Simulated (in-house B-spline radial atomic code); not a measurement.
Cu²⁺: [Ar] 3d9

Computed with a B-spline radial code for spherical atoms: Dirac-Kohn-Sham BHandHLYP, spherical fractional occupations, exact exchange averaged over the configuration, Fermi nucleus of rms radius 3.8823 fm.

Z_r = [3n² - l(l+1)]/(2<r>); Z_e = n√(-2ε); the last column is Slater's effective charge. Values are occupation-weighted means over j.

| shell | electrons | ε (eV) | <r> (bohr) | Z_r | Z_e | Slater |
| --- | --- | --- | --- | --- | --- | --- |
| 1s | 2 | -8978.4 | 0.05212 | 28.78 | 25.69 | 28.70 |
| 2s | 2 | -1124.9 | 0.2344 | 25.59 | 18.19 | 24.85 |
| 2p | 6 | -972.66 | 0.2062 | 24.25 | 16.91 | 24.85 |
| 3s | 2 | -153.93 | 0.7098 | 19.02 | 10.09 | 17.75 |
| 3p | 6 | -108.14 | 0.7455 | 16.77 | 8.46 | 17.75 |
| 3d | 9 | -35.171 | 0.9131 | 11.50 | 4.82 | 8.20 |

The least bound orbital is 3d5/2 at -35.04 eV, and it is also the most diffuse (<r> = 0.9155 bohr).

Spin-orbit splittings of the orbital energies (j = l + 1/2 above j = l - 1/2 when positive): 2p 20.65 eV, 3p 2.705 eV, 3d 0.3239 eV.

For the 1s electron the small component carries 1.09 % of the norm, the zero-frequency Breit interaction raises the level by 11.83 eV, self-energy by 5.997 eV, and vacuum polarisation lowers it by 0.5446 eV.
